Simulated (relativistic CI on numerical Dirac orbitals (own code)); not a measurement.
**Sensitivity of the levels of Ag24+ to α and to the nuclear radius**

These numbers are calculated, not measured: Dirac-Coulomb-Breit CI, separate exchange-only KLI orbitals for each configuration, derivatives by finite differences, unscaled Slater integrals, QED left out (own radial code, finite nucleus).

Configurations in the expansion (outside the closed core [Ne]): 3s2.3p6.3d5, 3s2.3p5.3d6, 3s2.3p4.3d7, 3s.3p6.3d6, 3p6.3d7, 3s.3p5.3d7, 3s2.3p6.3d4.4s, 3s2.3p6.3d3.4s2. Levels of other configurations are missing.

With x = (α/α₀)² − 1 an excitation energy changes as ω = ω₀ + qx; K = 2q/ω₀ is the relative enhancement. Terms are leading LS components, so labels can repeat. The field-shift factor is F = δν/δ⟨r²⟩ for the transition from the lowest level.

Lowest level 3s2.3p6.3d5 6S_5/2.

```tsv
Level	ω₀ (cm⁻¹)	q (cm⁻¹)	F (GHz/fm²)
3s2.3p6.3d5 4G_5/2	90023	-40710	-0.151
3s2.3p6.3d5 4G_7/2	119929	-3772	0.134
3s2.3p6.3d5 4P_3/2	121238	-4088	0.0702
3s2.3p6.3d5 4G_11/2	124756	3196	0.213
3s2.3p6.3d5 4G_5/2	127755	15570	0.23
3s2.3p6.3d5 4G_9/2	131677	14150	0.276
3s2.3p6.3d5 4P_1/2	136667	13500	0.192
3s2.3p6.3d5 4D_7/2	158950	30630	0.344
3s2.3p6.3d5 4D_5/2	165672	19790	0.29
3s2.3p6.3d5 4D_1/2	179760	52900	0.475
3s2.3p6.3d5 4D_3/2	182977	48400	0.47
3s2.3p6.3d5 2I_11/2	183403	25990	0.459
3s2.3p6.3d5 2F_7/2	189190	4004	0.194
```

At this charge energies of transitions that change n are usually good to better than 1 %, and those within a shell (Δn = 0) to a few per cent. Terms inside the open d or f shell come out 10 to 20 % too wide with unscaled integrals.

Q: Which transition from the lowest level has the largest |K|?

A: 3s2.3p6.3d5 4G_5/2 at 90023 cm⁻¹, K = -0.905.
